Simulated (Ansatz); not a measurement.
Mulliken charges of CH6AlFGe, SMILES `[CH3][Al]([F])[GeH3]` from PBE/def2-TZVPP in Ansatz (PBE0-D4/def2-TZVP geometry).

| atom | x (Å) | y (Å) | z (Å) | charge (e) |
| --- | --- | --- | --- | --- |
| C1 | 0.084 | 1.497 | -1.300 | -0.428 |
| Al2 | 0.743 | 0.231 | 0.014 | 0.577 |
| F3 | 2.346 | 0.320 | 0.422 | -0.316 |
| Ge4 | -0.526 | -1.537 | 1.187 | -0.119 |
| H5 | 0.649 | 1.414 | -2.234 | 0.102 |
| H6 | 0.215 | 2.524 | -0.943 | 0.101 |
| H7 | -0.975 | 1.351 | -1.528 | 0.107 |
| H8 | 0.048 | -2.938 | 0.899 | -0.008 |
| H9 | -0.490 | -1.348 | 2.715 | -0.008 |
| H10 | -2.010 | -1.565 | 0.771 | -0.008 |

Question: By hand: the dipole of these point charges (1 e Å = 4.8032 D).

Answer: Σ q r = (-0.283, 0.165, -0.232) e Å, of length 0.401 e Å = 1.93 D.

Question: How does the dipole of the full density compare? (Best estimate.)

Answer: Ansatz gave: (-0.257, 0.146, -0.206) e Å, 1.73 D; the point charges give 1.12 times that, at 1° from its direction.

Point charges leave out the atoms' own dipoles, such as those of lone pairs, and Mulliken's split depends on the basis, so the close match here is no proof of good charges.
